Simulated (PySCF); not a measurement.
Molfile (atoms numbered from 1):
```
C6H11FO2Si
     RDKit          3D

 21 20  0  0  0  0  0  0  0  0999 V2000
    1.8729   -0.7837   -1.4020 C   0  0  0  0  0  0  0  0  0  0  0  0
    1.2372   -0.3001   -0.3301 C   0  0  0  0  0  0  0  0  0  0  0  0
   -0.0815   -0.4343   -0.1823 O   0  0  0  0  0  0  0  0  0  0  0  0
   -1.0100    0.1154    1.0663 Si  0  0  0  0  0  4  0  0  0  0  0  0
   -2.7064   -0.5233    0.4208 C   0  0  2  0  0  0  0  0  0  0  0  0
   -3.1763    0.0971   -0.8833 C   0  0  0  0  0  0  0  0  0  0  0  0
   -3.6471   -0.2258    1.4106 F   0  0  0  0  0  0  0  0  0  0  0  0
    1.9016    0.4227    0.7815 C   0  0  0  0  0  0  0  0  0  0  0  0
    3.3846    0.6321    0.7373 C   0  0  0  0  0  0  0  0  0  0  0  0
    1.2132    0.8247    1.6964 O   0  0  0  0  0  0  0  0  0  0  0  0
    2.9324   -0.6828   -1.5336 H   0  0  0  0  0  0  0  0  0  0  0  0
    1.3235   -1.2958   -2.1718 H   0  0  0  0  0  0  0  0  0  0  0  0
   -0.7767   -0.5858    2.3229 H   0  0  0  0  0  0  0  0  0  0  0  0
   -1.1218    1.5693    1.1088 H   0  0  0  0  0  0  0  0  0  0  0  0
   -2.7392   -1.6157    0.3371 H   0  0  0  0  0  0  0  0  0  0  0  0
   -4.1701   -0.2602   -1.1482 H   0  0  0  0  0  0  0  0  0  0  0  0
   -3.2127    1.1798   -0.7900 H   0  0  0  0  0  0  0  0  0  0  0  0
   -2.4796   -0.1682   -1.6728 H   0  0  0  0  0  0  0  0  0  0  0  0
    3.7018    1.1548    1.6362 H   0  0  0  0  0  0  0  0  0  0  0  0
    3.6499    1.2224   -0.1368 H   0  0  0  0  0  0  0  0  0  0  0  0
    3.8954   -0.3257    0.6734 H   0  0  0  0  0  0  0  0  0  0  0  0
  1  2  2  0
  2  3  1  0
  3  4  1  0
  4  5  1  0
  5  6  1  0
  5  7  1  0
  2  8  1  0
  8  9  1  0
  8 10  2  0
  1 11  1  0
  1 12  1  0
  4 13  1  0
  4 14  1  0
  5 15  1  6
  6 16  1  0
  6 17  1  0
  6 18  1  0
  9 19  1  0
  9 20  1  0
  9 21  1  0
M  END
```

Isolated molecule, no relativistic terms, equivalent nuclei averaged, a single conformation. σ from GIAO-PBE0/pcSseg-1; geometry from GFN2-xTB; PySCF.

Problem. Predict the 2D correlation tables (HSQC, COSY, HMBC).

Solution. 

HSQC (one-bond C–H):
```csv
δH,δC
5.66 (H12),110.6 (C1)
5.51 (H11),110.6 (C1)
4.68 (H15),87.9 (C5)
2.49 (H19/H20/H21),25.6 (C9)
1.46 (H16/H17/H18),20.4 (C6)
```

COSY cross peaks (H two or three bonds apart, from the bond graph; peaks can be absent where the dihedral angle is near 90°):
```csv
δH,δH
5.66 (H12),5.51 (H11)
5.29 (H13),4.94 (H14)
5.29 (H13),4.68 (H15)
4.94 (H14),4.68 (H15)
4.68 (H15),1.46 (H16/H17/H18)
```

HMBC (two and three bonds, from the bond graph):
```csv
δH,δC
5.66 (H12),"203.4 (C8), 160.0 (C2)"
5.51 (H11),"203.4 (C8), 160.0 (C2)"
5.29 (H13),"160.0 (C2), 87.9 (C5), 20.4 (C6)"
4.94 (H14),"160.0 (C2), 87.9 (C5), 20.4 (C6)"
4.68 (H15),20.4 (C6)
2.49 (H19/H20/H21),"203.4 (C8), 160.0 (C2)"
1.46 (H16/H17/H18),87.9 (C5)
```

Shifts are taken against calculated references (same method and geometry level): 1H (31.72 ppm), 13C (186.93 ppm) vs TMS.

Short H···H contacts in this conformer between protons four or more bonds apart (candidates for NOE cross peaks, intensity ∝ r⁻⁶): H11···H21 2.43 Å.

Shifts are as computed. Against solution values, carbons near 30 ppm lie about +3 ppm off and those near 130 ppm about +5 ppm. Of 1211 compounds with measured shifts, 218 miss one by over three times the rms of a fit or turn the order of signals round; such compounds aren't used in these exercises.
